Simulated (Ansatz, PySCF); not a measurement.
Gas-phase reaction (SMILES): C[Si](C)(C)C [tetramethylsilane] + N (NH3) → C[Si](C)(C)N + C (CH4); ammonia cleaves one Si-C bond, a model of a ligand-exchange step.

Geometries: B3LYP-D3(BJ)/def2-TZVP minima from Ansatz (a program for electronic structure), one conformer each, not searched for the lowest. Valence correlation only, unless marked. Spin-orbit coupling is left out. No relativistic terms. CBS(X,Y): correlation extrapolated as X^-3; Hartree-Fock from the larger set. Thermal terms are rigid-rotor harmonic-oscillator values from B3LYP-D3(BJ) frequencies (Ansatz or PySCF) at 298.15 K and 1 atm. 1 Eh = 627.5095 kcal/mol.

```csv
species,"E, CCSD(T)/CBS(cc-pV(T+d)Z,cc-pV(Q+d)Z) (Ansatz) (Eh)","E, r2SCAN-D4/def2-TZVPD (Ansatz + dftd4) (Eh)",H - E (Eh)
C[Si](C)(C)C,-448.55466,-449.13185,0.15714
N (NH3),-56.50369,-56.54744,0.03799
C[Si](C)(C)N,-464.62283,-465.20175,0.14628
C (CH4),-40.45816,-40.49957,0.04840
```

Work out ΔE and ΔH at 298.15 K at the first level, then ΔH at the second.


1. ΔE = [(-464.62283) + (-40.45816)] - [(-448.55466) + (-56.50369)] = -0.02264 Eh = -14.2 kcal/mol at CCSD(T)/CBS(cc-pV(T+d)Z,cc-pV(Q+d)Z).
2. The terms H - E add up to -0.00045 Eh, so ΔH = (-0.02264 + (-0.00045))×627.5095 = -14.5 kcal/mol.
3. At r2SCAN-D4/def2-TZVPD the same steps give ΔE = -13.8 and ΔH = -14.1 kcal/mol, a shift of +0.4 from the first level.
4. These values are not checked against measurement here, since the tables used lack a sound gas-phase enthalpy of formation for at least one species.
